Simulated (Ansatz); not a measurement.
CH6Cl2InN, SMILES `[CH3][In-]([NH3+])([Cl])[Cl]`, relaxed with RKS PBE-D4/def2-SVP in Ansatz from a rough embedded geometry. The force threshold is 0.03 eV/Å; the program also tests the step.

Charge 0, multiplicity 1. In takes the def2 core potential.

Start:

```xyz
11

C    -0.186   -1.049   -1.442
In   -0.698    0.224    0.230
N     1.073    0.820    1.126
Cl   -1.866    2.160   -0.449
Cl   -2.042   -0.952    1.800
H    -0.693   -0.644   -2.388
H     0.867   -1.152   -1.562
H    -0.677   -2.076   -1.254
H     0.899    1.417    1.961
H     1.614   -0.040    1.521
H     1.709    1.291    0.457
```

```tsv
step	energy (eV)	largest force (eV/Å)	largest move (Å)
1	-32823.5868	3.020	0.000
2	-32824.2427	0.882	0.194
3	-32824.3619	0.346	0.169
4	-32824.3818	0.323	0.145
5	-32824.3895	0.106	0.034
6	-32824.3922	0.094	0.059
7 (rejected)	-32824.3832	0.623	0.195
8	-32824.3973	0.065	0.098
9	-32824.4023	0.193	0.100
10	-32824.4032	0.545	0.148
11	-32824.4321	0.113	0.200
12	-32824.4328	0.159	0.082
13	-32824.4449	0.015	0.121
14 (rejected)	-32824.4233	0.635	0.180
15	-32824.4461	0.043	0.048
16	-32824.4464	0.071	0.045
17	-32824.4467	0.030	0.011
```

End:

```xyz
11

C    -0.297   -1.136   -1.690
In   -0.814   -0.002    0.077
N     1.061    0.865    1.210
Cl   -1.695    2.235   -0.054
Cl   -1.505   -1.070    2.121
H    -0.774   -0.672   -2.573
H     0.803   -1.127   -1.814
H    -0.650   -2.177   -1.571
H     0.874    1.879    1.248
H     0.972    0.488    2.166
H     2.025    0.718    0.881
```

Hardware: 4 threads of an Arm Neoverse V2 on a shared host. Wall time 22 s, peak host memory 0.18 GiB.
